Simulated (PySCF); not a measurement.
Cl5Sb, triplet, at a GFN2-xTB geometry (a higher spin typed on purpose: for a closed-shell molecule this is an excited state) (core potentials on Sb); BHANDHLYP/def2-SVP run with PySCF.

The PySCF input:
```python
from pyscf import gto, scf, dft

mol = gto.Mole()
mol.atom = '''
    Sb    0.029058   -0.233813   -0.168264
    Cl    2.465599    0.376450   -0.603069
    Cl    0.735301   -1.609775    1.858101
    Cl   -0.676301    1.135035   -2.199749
    Cl   -2.406599   -0.851190    0.261421
    Cl   -0.205173    1.650920    1.188089
'''
mol.basis = 'def2-svp'
mol.ecp = {'Sb': 'def2-svp'}
mol.charge = 0
mol.spin = 2
mol.verbose = 4
mol.build()

mf = dft.UKS(mol)
mf.xc = 'bhandhlyp'
mf.kernel()
```

Problem. Predict the main parts of the log of this PySCF run.

Solution. 
```
PySCF version 2.14.0

[INPUT] verbose = 4
[INPUT] num. atoms = 6
[INPUT] num. electrons = 108
[INPUT] charge = 0
[INPUT] spin (= nelec alpha-beta = 2S) = 2
[INPUT] symmetry False subgroup None
[INPUT] Mole.unit = angstrom
[INPUT] Symbol           X                Y                Z      unit          X                Y                Z       unit  Magmom
[INPUT]  1 Sb     0.029058000000  -0.233813000000  -0.168264000000 AA    0.054911661728  -0.441842534363  -0.317972876624 Bohr   0.0
[INPUT]  2 Cl     2.465599000000   0.376450000000  -0.603069000000 AA    4.659306843001   0.711387399593  -1.139635244215 Bohr   0.0
[INPUT]  3 Cl     0.735301000000  -1.609775000000   1.858101000000 AA    1.389517509119  -3.042033872172   3.511302001780 Bohr   0.0
[INPUT]  4 Cl    -0.676301000000   1.135035000000  -2.199749000000 AA   -1.278023667769   2.144905291796  -4.156923152786 Bohr   0.0
[INPUT]  5 Cl    -2.406599000000  -0.851190000000   0.261421000000 AA   -4.547813001652  -1.608515979969   0.494014093210 Bohr   0.0
[INPUT]  6 Cl    -0.205173000000   1.650920000000   1.188089000000 AA   -0.387720778155   3.119786653567   2.245162821608 Bohr   0.0

nuclear repulsion = 819.850210806235
number of shells = 50
number of NR pGTOs = 241
number of NR cGTOs = 116
basis = def2-svp
ecp = {'Sb': 'def2-svp'}

******** <class 'pyscf.dft.uks.UKS'> ********
method = UKS
initial guess = minao
damping factor = 0
level_shift factor = 0
DIIS = <class 'pyscf.scf.diis.CDIIS'>
diis_start_cycle = 1
diis_space = 8
diis_damp = 0
SCF conv_tol = 1e-09
SCF conv_tol_grad = None
SCF max_cycles = 50
direct_scf = True
direct_scf_tol = 1e-13
number electrons alpha = 55  beta = 53
XC library pyscf.dft.libxc version 7.1.2
    S. Lehtola, C. Steigemann, M. J. T. Oliveira, and M. A. L. Marques,  SoftwareX 7, 1–5 (2018)
XC functionals = bhandhlyp
    A. D. Becke,  J. Chem. Phys. 98, 1372 (1993)
    Defined through Gaussian implementation.
radial grids:
    Treutler-Ahlrichs [JCP 102, 346 (1995); DOI:10.1063/1.469408] (M4) radial grids

becke partition: Becke, JCP 88, 2547 (1988); DOI:10.1063/1.454033
pruning grids: <function nwchem_prune>
grids dens level: 3
symmetrized grids: False
atomic radii adjust function: <function treutler_atomic_radii_adjust>
small_rho_cutoff = 0
Set gradient conv threshold to 3.16228e-05
tot grids = 116360
init E= -2515.02715646847

cycle= 1 E= -2538.71676416014  delta_E= -23.7  |g|= 1.83  |ddm|= 7.31

cycle= 2 E= -2538.5147001372  delta_E= 0.202  |g|= 1.87  |ddm|= 5.16

cycle= 3 E= -2540.40554663109  delta_E= -1.89  |g|= 0.219  |ddm|= 2.63
cycle= 4 E= -2540.42966552627  delta_E= -0.0241  |g|= 0.128  |ddm|= 0.522
cycle= 5 E= -2540.43891025707  delta_E= -0.00924  |g|= 0.0157  |ddm|= 0.189
cycle= 6 E= -2540.43922634868  delta_E= -0.000316  |g|= 0.00628  |ddm|= 0.0361
cycle= 7 E= -2540.43933245301  delta_E= -0.000106  |g|= 0.00279  |ddm|= 0.0257
cycle= 8 E= -2540.43936227951  delta_E= -2.98e-05  |g|= 0.000983  |ddm|= 0.0166
cycle= 9 E= -2540.43936644666  delta_E= -4.17e-06  |g|= 0.00033  |ddm|= 0.00759
cycle= 10 E= -2540.43936663515  delta_E= -1.88e-07  |g|= 0.00032  |ddm|= 0.00171
cycle= 11 E= -2540.43936671713  delta_E= -8.2e-08  |g|= 0.000119  |ddm|= 0.000754
cycle= 12 E= -2540.43936672932  delta_E= -1.22e-08  |g|= 3.43e-05  |ddm|= 0.000258
cycle= 13 E= -2540.43936673125  delta_E= -1.93e-09  |g|= 1.33e-05  |ddm|= 0.000148
cycle= 14 E= -2540.43936673138  delta_E= -1.32e-10  |g|= 7.81e-06  |ddm|= 3.28e-05
Extra cycle  E= -2540.43936673137  delta_E= 1.05e-11  |g|= 1.05e-05  |ddm|= 2.9e-05
converged SCF energy = -2540.43936673137  <S^2> = 2.0183385  2S+1 = 3.0122009
```
